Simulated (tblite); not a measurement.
Record of a relaxation.

Compound: C3H11FOSi2.
Atom-mapped SMILES: `[CH3:1][O:2][Si@@H:3]([F:4])[CH2:5][CH2:6][SiH3:7]` (hydrogens: H8, H9, H10 on C1; H11 on Si3; H12, H13 on C5; H14, H15 on C6; H16, H17, H18 on Si7)

Computed with GFN2-xTB (tblite), gas phase: L-BFGS steps from a force-field or distance-geometry start until the largest atomic force falls under 0.01 eV/Å. 5 of its 258 geometries are shown.

Step 0: E = -662.8461 eV, largest atomic force 3.183 eV/Å
```
atom  x, y, z in Å  |  force x, y, z in eV/Å
C1      3.167    0.178   -0.172    1.346   0.623  -1.220
O2      2.059   -0.522   -0.623   -2.462   0.518   1.950
Si3     0.691   -0.349    0.377    0.731  -0.341  -0.814
F4      0.207    1.243    0.611    1.261  -1.467   0.310
C5     -0.712   -1.225   -0.503    1.137  -0.297  -0.676
C6     -1.993   -0.548   -0.139   -0.723  -1.000   1.107
Si7    -2.064    1.249   -0.596   -1.071   1.242  -0.019
H8      3.004    0.805    0.722    0.148  -0.437  -0.418
H9      3.461    0.833   -1.040    0.003  -0.230   0.867
H10     3.983   -0.552   -0.037   -0.179   0.365   0.301
H11     0.849   -1.044    1.672    0.218   0.694  -0.134
H12    -0.498   -1.207   -1.601   -0.484  -0.242   0.733
H13    -0.742   -2.269   -0.148    0.077   0.246  -0.458
H14    -2.824   -1.127   -0.558   -0.029   0.198   0.066
H15    -2.087   -0.638    0.980   -0.107   0.066  -0.885
H16    -3.327    1.429   -1.343    0.178   0.024  -0.130
H17    -0.915    1.744   -1.329   -0.132   0.036  -0.383
H18    -2.268    2.006    0.656    0.087  -0.001  -0.196
```

Step 64: E = -663.6496 eV, largest atomic force 0.022 eV/Å
```
atom  x, y, z in Å  |  force x, y, z in eV/Å
C1      3.281    0.173   -0.234    0.010   0.001   0.001
O2      1.969   -0.269   -0.448    0.006  -0.004   0.010
Si3     0.736   -0.426    0.578   -0.001   0.007  -0.008
F4      0.381    1.035    1.182    0.018   0.010  -0.008
C5     -0.660   -1.119   -0.485   -0.007   0.005  -0.005
C6     -2.047   -0.557   -0.160   -0.002  -0.005   0.001
Si7    -2.296    1.269   -0.661   -0.003  -0.001   0.005
H8      3.318    0.959    0.522   -0.012   0.000  -0.007
H9      3.663    0.562   -1.179   -0.008  -0.014   0.009
H10     3.904   -0.664    0.090   -0.007   0.020   0.006
H11     1.038   -1.161    1.799    0.003  -0.017   0.011
H12    -0.442   -0.951   -1.541   -0.004  -0.001  -0.004
H13    -0.682   -2.203   -0.350   -0.007   0.008  -0.004
H14    -2.795   -1.170   -0.670    0.001   0.000   0.002
H15    -2.237   -0.676    0.908    0.000   0.001  -0.007
H16    -3.623    1.407   -1.278    0.002  -0.013   0.003
H17    -1.282    1.646   -1.648   -0.008   0.010  -0.010
H18    -2.234    2.149    0.505    0.018  -0.005   0.005
```

Step 128: E = -663.6754 eV, largest atomic force 0.051 eV/Å
```
atom  x, y, z in Å  |  force x, y, z in eV/Å
C1      3.329    0.150   -0.111   -0.018  -0.018   0.010
O2      2.057   -0.367   -0.393    0.014  -0.016  -0.001
Si3     0.753   -0.453    0.552    0.016   0.019   0.000
F4      0.501    1.020    1.180   -0.013  -0.006   0.000
C5     -0.618   -1.023   -0.614    0.021   0.009  -0.006
C6     -2.030   -0.571   -0.232    0.027   0.028  -0.001
Si7    -2.403    1.256   -0.628   -0.022   0.005   0.004
H8      3.260    1.210    0.139    0.011   0.012  -0.001
H9      3.945    0.020   -1.000   -0.002   0.014   0.010
H10     3.784   -0.378    0.729   -0.003  -0.016  -0.011
H11     0.939   -1.245    1.764   -0.020   0.017  -0.024
H12    -0.402   -0.698   -1.633    0.028   0.023  -0.036
H13    -0.590   -2.115   -0.641   -0.025  -0.026   0.020
H14    -2.750   -1.191   -0.774    0.001   0.014   0.035
H15    -2.195   -0.763    0.829   -0.023  -0.005  -0.009
H16    -3.847    1.466   -0.467    0.001  -0.021   0.000
H17    -2.045    1.515   -2.029    0.002  -0.012   0.029
H18    -1.696    2.175    0.258    0.006  -0.021  -0.018
```

Step 193: E = -663.6862 eV, largest atomic force 0.029 eV/Å
```
atom  x, y, z in Å  |  force x, y, z in eV/Å
C1      3.414    0.013   -0.037   -0.013  -0.001  -0.013
O2      2.126   -0.433   -0.361   -0.013  -0.004  -0.012
Si3     0.761   -0.308    0.490    0.006  -0.015   0.022
F4      0.593    1.248    0.908   -0.006   0.010  -0.013
C5     -0.587   -0.933   -0.673   -0.003   0.011   0.003
C6     -2.011   -0.582   -0.231   -0.001   0.015  -0.002
Si7    -2.535    1.211   -0.608   -0.019  -0.002  -0.001
H8      3.381    0.992    0.441   -0.006   0.006   0.017
H9      3.986    0.082   -0.962    0.004  -0.020  -0.009
H10     3.897   -0.698    0.636    0.001   0.006   0.007
H11     0.799   -0.945    1.802   -0.002  -0.003  -0.009
H12    -0.418   -0.564   -1.687   -0.004   0.010   0.000
H13    -0.495   -2.020   -0.733    0.009   0.002   0.009
H14    -2.712   -1.253   -0.737    0.019   0.015   0.002
H15    -2.120   -0.783    0.836    0.007   0.002  -0.015
H16    -3.956    1.344   -0.260    0.025  -0.012  -0.007
H17    -2.372    1.451   -2.047   -0.002  -0.012   0.013
H18    -1.760    2.185    0.151   -0.003  -0.008   0.006
```

Step 257: E = -663.7073 eV, largest atomic force 0.009 eV/Å
```
atom  x, y, z in Å  |  force x, y, z in eV/Å
C1      3.458   -0.210    0.089    0.005   0.006   0.005
O2      2.154   -0.613   -0.225    0.003  -0.001   0.000
Si3     0.752    0.005    0.282   -0.004  -0.001  -0.004
F4      0.803    1.607    0.045    0.001   0.002   0.001
C5     -0.539   -0.811   -0.824    0.001  -0.004  -0.004
C6     -1.977   -0.672   -0.323    0.003  -0.001  -0.003
Si7    -2.648    1.108   -0.328   -0.004   0.005   0.002
H8      3.562    0.872   -0.002    0.000  -0.004   0.000
H9      4.137   -0.703   -0.607   -0.007  -0.001   0.000
H10     3.710   -0.504    1.111   -0.003   0.000  -0.004
H11     0.550   -0.086    1.722    0.003   0.001   0.003
H12    -0.472   -0.390   -1.830   -0.002   0.001   0.006
H13    -0.297   -1.872   -0.923    0.001   0.000   0.000
H14    -2.627   -1.292   -0.947    0.000   0.001   0.003
H15    -2.045   -1.083    0.686    0.002   0.000  -0.003
H16    -4.075    1.047    0.012    0.005   0.000   0.005
H17    -2.504    1.676   -1.670    0.004   0.001  -0.006
H18    -1.950    1.928    0.659   -0.006  -0.005  -0.003
```

**Question.** Summarise the path.

**Answer.** The energy falls by 19.86 kcal/mol from step 0 to step 257; nine tenths of that is first reached at step 23. It rises by more than 0.2 meV at step 220. The largest force goes from 3.183 to 0.009 eV/Å. Among the bonds O2–Si3 changes most, from 1.703 to 1.614 Å; the atoms move by 0.940 Å rms after alignment.

The cost below is that of the whole relaxation. Hardware: one thread of an Arm Neoverse N1, no GPU, shared host with 64 logical CPUs at a one-minute load of 62. Cost: 3.2 s of wall time.
